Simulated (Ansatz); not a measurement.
Cartesian coordinates in Å:
```
C 1.2532 0.7402 0.2481
Sn -0.5097 -0.4252 0.2675
O -1.6185 0.3033 -1.1713
Cl 0.0169 -2.6173 -0.3573
H 1.9675 0.3469 0.9701
H 1.6797 0.6941 -0.7531
H 1.0103 1.7737 0.4947
H -1.4266 -0.5699 1.6987
H -2.3728 -0.2457 -1.3974
```

The species carries charge 0 and has multiplicity 1. Sn takes the def2 core potential.

(1) List the PBE0/def2-TZVPP orbital energies in eV (Ansatz 0.2.0). (Best estimate.)

Answers

(1) The calculation gave: Occupied: -2766.85, -522.39, -278.69, -258.68, -196.96, -196.83, -196.82, -140.67, -95.38, -95.28, -95.23, -29.60, -29.19, -29.07, -29.00, -28.97, -26.69, -22.15, -19.93, -14.62, -12.69, -12.05, -11.88, -10.19, -9.84, -9.47, -8.82, -8.70, -8.43. Lowest empty: -0.55, -0.04, 0.25, 1.49, 2.05, 2.33, 2.79, 3.05.
